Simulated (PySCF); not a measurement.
1,2,3-selenadiazole, C₂H₂N₂Se, SMILES c1c[se]nn1, point group Cs.

Force field and properties: mPW1PW91/cc-pVDZ (PySCF, grid level 3). Vibrational terms come from second-order perturbation theory with semi-diagonal cubic constants, by steps of ±0.6 along the normal coordinates of each isotopologue. The parent has the commonest isotopes.

Equilibrium geometry (Å):

| atom | x | y | z |
| --- | --- | --- | --- |
| C1 | -0.2745 | -0.7177 | -0.2702 |
| C2 | -0.6539 | 0.5946 | -0.2255 |
| Se3 | 0.7263 | 1.6727 | -0.7476 |
| N4 | 1.7305 | 0.0260 | -0.9779 |
| N5 | 1.0140 | -0.9470 | -0.6815 |
| H6 | -0.8969 | -1.5720 | -0.0122 |
| H7 | -1.6322 | 0.9629 | 0.0750 |

Q: Give the equilibrium and ground-state rotational constants (MHz) of parent; ¹³C at 2.

A: 
```csv
species,Ae,Be,Ce,A0,B0,C0,Δ0 (u Å²),harmonic ZPE (cm⁻¹)
parent,8176.6,3438.4,2420.5,8122,3417.1,2403.6,0.135,9191
¹³C at 2,7963.1,3433,2398.8,7910.7,3411.9,2382.3,0.137,9147
```

Δ0 = Ic − Ia − Ib from the ground-state constants.

Q: How is the parent's vibrational correction B0 − Be made up?

A: 
| axis | harmonic | Coriolis | cubic | total (MHz) |
| --- | --- | --- | --- | --- |
| a | 10.8 | -3.15 | -62.2 | -54.6 |
| b | 4.06 | -0.55 | -24.8 | -21.3 |
| c | 1.1 | -0.233 | -17.7 | -16.9 |

Q: And its quartic centrifugal distortion constants from the harmonic force field?

A: Asymmetric top, A reduction, Ir representation: ΔJ = 0.695 kHz, ΔJK = 0.352 kHz, ΔK = 2.27 kHz, δJ = 0.205 kHz, δK = 1.34 kHz.
